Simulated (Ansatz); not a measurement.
**Abstraction of F: CH2BrF + GeHF2 → CH2Br + GeHF3**

Species: CH2BrF (bromofluoromethane) `FCBr`, singlet; GeHF2 `[F][GeH][F]`, doublet; CH2Br `[CH2]Br`, doublet; GeHF3 `[F][GeH]([F])[F]`, singlet. A radical takes F: the energy is the difference in strength between the C–F bond broken and the Ge–F bond made.

Shapes, held fixed at every level: PBE0-D4/def2-TZVP. Programs: Ansatz 0.2.0. The zero-point and thermal change to 298 K, harmonic and unscaled (PBE0-D4/def2-TZVP), is -8.2 kJ/mol.

Question: Estimate ΔH(298 K) of this reaction.

Answer: The highest level, CCSD(T)/def2-TZVPP, gives ΔH(298 K) = -103.8 kJ/mol; the levels span -107.6 to -65.6. The column of differences is taken from that level and isn't an error. No measured value is set beside it here. Open shells run unrestricted. Relativity is left out for Br, Ge. Outer-core shells of Br, Ge are correlated in most correlated rows, in sets that cover them unevenly.

```tsv
level	kind	ΔH(298 K) (kJ/mol)	less CCSD(T)/def2-TZVPP
MP2/def2-SVP	perturbation theory	-100.7	+3.1
PBE-D4/def2-TZVPP	GGA	-65.6	+38.2
r2SCAN0-D4/def2-TZVPP	global hybrid	-99.4	+4.4
wB97M-V/def2-TZVPP	range-separated hybrid	-81.1	+22.7
CCSD(T)/def2-SVP	coupled cluster or CI	-98.3	+5.5
CCSD/def2-SVP	coupled cluster or CI	-101.5	+2.3
CCSD/def2-TZVPP	coupled cluster or CI	-107.6	-3.8
CCSD(T)/def2-TZVPP	coupled cluster or CI	-103.8	0.0
```
